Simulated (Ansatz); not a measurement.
Method: frozen-core CCSD(T)/def2-TZVPP // PBE-D3(BJ)/def2-SVP (Ansatz, an electronic-structure program).

Ansatz 0.2 input:
```yaml
crystal:
  periodic: [false, false, false]
  atoms:
    - { symbol: Mo, position_ang: [-0.007919, 0.007409, 0.014809] }
    - { symbol: O, position_ang: [-0.220127, 0.482531, -1.589903] }
    - { symbol: O, position_ang: [1.076908, -1.28421, -0.01243] }
    - { symbol: F, position_ang: [0.723605, 1.407455, 0.981358] }
    - { symbol: F, position_ang: [-1.627612, -0.561587, 0.709295] }
basis:
  gaussian: { orbitals: def2-TZVPP }
correlation:
  method: ccsd_t
```

Output:

```
Functional definition: HF
1226 factors; integrals over basis functions are off by at most 7.0e-4 eV
mean field evaluation 1: about -11315.1952 eV, gradient 9.2e1 eV
mean field evaluation 2: about -11315.4453 eV, gradient 9.3e1 eV
mean field evaluation 4: about -11330.2269 eV, gradient 1.4e1 eV
mean field evaluation 8: about -11330.5521 eV, gradient 1.3e0 eV
mean field evaluation 16: about -11330.5580 eV, gradient 3.0e-6 eV
mean field evaluation 32: about -11329.4545 eV, gradient 1.5e1 eV
mean field evaluation 64: about -11318.9383 eV, gradient 1.1e0 eV
mean field evaluation 96: about -11317.7073 eV, gradient 3.7e-2 eV
mean field evaluation 128: about -11316.0196 eV, gradient 5.7e-1 eV
mean field evaluation 160: about -11316.5386 eV, gradient 6.9e-4 eV
mean field -11330.55795639 eV, -416.3903247691 hartree, gradient 2.9e-6 eV, S^2 0.000000; 1 other end points of the search recorded, 0 dependent functions left out
4 core orbitals not correlated
reference -11330.55795639 eV, -416.3903247691 hartree; 20, 20 occupied and 156, 156 virtual orbitals, 1226 factors
second order -43.74587025 eV of doubles, -0.00000000 eV of singles
cycle   1  -37.70278551 eV  change     6.0e0 eV  update   3.8e-1
cycle   2  -40.46315218 eV  change    -2.8e0 eV  update   3.2e-1
cycle   3  -40.87886591 eV  change   -4.2e-1 eV  update   5.2e-2
cycle   4  -40.92653748 eV  change   -4.8e-2 eV  update   2.7e-2
cycle   5  -40.88515310 eV  change    4.1e-2 eV  update   7.5e-3
cycle   6  -40.88549921 eV  change   -3.5e-4 eV  update   2.5e-3
cycle   7  -40.88593940 eV  change   -4.4e-4 eV  update   1.3e-3
cycle   8  -40.88451185 eV  change    1.4e-3 eV  update   5.2e-4
cycle   9  -40.88460668 eV  change   -9.5e-5 eV  update   2.1e-4
cycle  10  -40.88496697 eV  change   -3.6e-4 eV  update   8.8e-5
cycle  11  -40.88488464 eV  change    8.2e-5 eV  update   4.9e-5
cycle  12  -40.88479414 eV  change    9.1e-5 eV  update   2.5e-5
cycle  13  -40.88487312 eV  change   -7.9e-5 eV  update   1.0e-5
cycle  14  -40.88485183 eV  change    2.1e-5 eV  update   5.6e-6
perturbative correction -2.42000404 eV, -0.0889335083 hartree
Total energy: -11373.86281226 eV, -417.9817488694 hartree
```

Cost: very roughly 50 core-seconds.
